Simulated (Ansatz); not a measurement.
Computed with Ansatz on PBE0-D4/def2-TZVP structures; ΔE is electronic, products minus reactants. CBS: MP2 limit from def2 TZ/QZ plus the TZ coupled-cluster correction, frozen cores. This one scheme is used for every species. DFT in def2-TZVPP. B3LYP here is the variant with VWN-RPA as its local correlation; programs differ in this. Each species was taken in one conformer, which may not be the lowest.

`CNC([SiH3])S` + `[SiH3]P` → `[SiH3]P[SiH3]` + `CNCS`  (ligand exchange at the Si–C bond)

| level | ΔE (kJ/mol) | difference from CCSD(T)/CBS |
| --- | --- | --- |
| PBE0-D4 | -38.9 | -5.8 |
| B3LYP-D4 | -32.7 | 0.4 |
| ωB97M-V | -30.2 | 2.9 |
| PBE | -39.9 | -6.8 |
| PBE0 | -41.1 | -8.0 |
| SCS-MP2/def2-TZVPP | -31.2 | 1.9 |
| HF/def2-QZVPP | -39.9 | -6.8 |
| HF/CBS(def2) | -39.9 | -6.8 |
| MP2/CBS(def2) | -32.8 | 0.3 |
| CCSD/CBS(def2) | -34.1 | -1.0 |
| CCSD(T)/CBS | -33.1 | 0 |

Largest T1 diagnostic among the species: 0.013.

In def2-TZVPP, CCSD(T) changes the Hartree–Fock value by +8.3 kJ/mol (the triples alone add +1.0 kJ/mol) and MP2 by +8.7 kJ/mol. The D4 term adds +4.0 kJ/mol with B3LYP and +2.2 kJ/mol with PBE0; it sums over pairs of atoms, weighted by their polarisabilities, and B3LYP, whose exchange is more repulsive, gets the larger term.
